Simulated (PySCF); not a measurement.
I3In, charge -1, multiplicity 2. Atoms are numbered in the order given.

```xyz
4

In     0.0000     0.0000    -0.6660
I      2.3889     1.3793     0.2052
I     -2.3889     1.3793     0.2052
I      0.0000    -2.7585     0.2052
```
Charge -1, spin multiplicity 2.

Geometry: PBE-D3(BJ)/def2-SVPD. The def2 effective core potentials stand for the cores of I, In; spin–orbit coupling is left out.

Computed with PySCF with M06-2X/def2-SVPD.

The molecule is in vacuum.

| Quantity | Value |
|---|---|
| total energy | -1083.21420 hartree |
| point group | Cs |
| α spin, highest occupied and lowest empty level | -3.02 and 2.61 eV |
| β spin, highest occupied and lowest empty level | -4.63 and 0.44 eV |
| dipole moment about the centre of nuclear charge | 0.290 e·Å |
| mean static polarisability | 190.2 bohr³ (28.18 Å³) |
| polarisability, principal values | 137.4, 216.5, 216.6 bohr³ |
| ⟨S²⟩ | 0.756 (pure state 0.75) |
